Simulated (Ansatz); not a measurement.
Molecule: methyl-bis(sulfanyl)borane, CH5BS2, charge 0, multiplicity 1. 
Geometry from a B3LYP-D3(BJ)/def2-TZVP (Ansatz, a program for electronic structure) optimisation:
SMILES: CB(S)S
```xyz
9

C     -1.8215    -0.1616    -0.5308
B     -0.3208    -0.0318    -0.0936
S      0.4834     1.5635     0.1837
S      0.6355    -1.5441     0.1401
H     -2.1488    -1.1948    -0.6545
H     -1.9895     0.3597    -1.4776
H     -2.4760     0.3123     0.2063
H     -0.5715     2.3475    -0.0990
H      1.8163    -1.0075     0.4964
```
Charge 0, spin multiplicity 1.

Total electronic energies in hartree. Correlated levels leave the core frozen unless marked. No spin-orbit coupling. Non-relativistic. Basis-set limits of correlation are two-point, X^-3; Hartree-Fock from the larger set. The bracket is a focal-point correction in the basis named.

```
level                                                                             program  energy (Eh)
-------------------------------------------------------------------------  --------------  -----------
HF/cc-pV(D+d)Z                                                                     Ansatz   -860.61361
PBE-D3(BJ)/def2-TZVPD                                                      Ansatz + dftd3   -862.03182
B3LYP-D3(BJ)/def2-TZVPD                                                    Ansatz + dftd3   -862.52565
SCS-MP2/aug-cc-pV(Q+d)Z                                                            Ansatz   -861.36463
CCSD/6-31G*                                                                        Ansatz   -861.05790
CCSD(T)/cc-pV(D+d)Z                                                                Ansatz   -861.18885
CCSD(T)/cc-pV(T+d)Z                                                                Ansatz   -861.37750
RI-MP2/CBS(aug-cc-pV(T+d)Z,aug-cc-pV(Q+d)Z)+[CCSD(T)-MP2]/aug-cc-pV(T+d)Z          Ansatz    -861.4723
CCSD(T)/CBS(aug-cc-pV(T+d)Z,aug-cc-pV(Q+d)Z)                                       Ansatz    -861.4637
```

Totals of different functionals don't rank their quality; only differences between species are comparable.
